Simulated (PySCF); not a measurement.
A GIAO shielding run with PySCF 2.14 (density fitting, non-relativistic, gas phase) on SMILES C1[SiH2][SiH2][SiH2][SiH2]1, CH₁₀Si₄:

```
$ OMP_NUM_THREADS=1 python probes_run.py task.json out

{"job": {"kind": "nmr", "xc": "PBE0", "basis": "pcSseg-1"}, "charge": 0, "multiplicity": 1}
C      1.434981    -0.750685    -0.048756
Si     1.354478     1.157667     0.092071
Si    -0.835728     1.686867    -0.483142
Si    -1.899957    -0.367872    -0.162247
Si    -0.123795    -1.698893     0.533456
H      2.310148    -1.122428     0.482440
H      1.604337    -0.998385    -1.098828
H      1.693777     1.519589     1.475916
H      2.430184     1.719998    -0.736245
H     -0.954898     2.209642    -1.852261
H     -1.378581     2.776941     0.339214
H     -2.553547    -0.886481    -1.372827
H     -2.993441    -0.327753     0.818334
H     -0.054969    -3.065673    -0.003162
H     -0.037404    -1.844544     1.994124
```

Hardware: 1 thread of an Arm Neoverse N1, shared host. The job also computes population analyses, field gradients, ring-centre shieldings.

Q: How large is the calculation?

A: 72 electrons, 163 basis functions and 943 auxiliary functions.

Q: How long does it take, and how much memory does it need?

A: 34 s of wall time, with 11 SCF cycles and 4 response iterations; peak memory 0.75 GiB. Times on a shared host scatter by some tens of per cent.
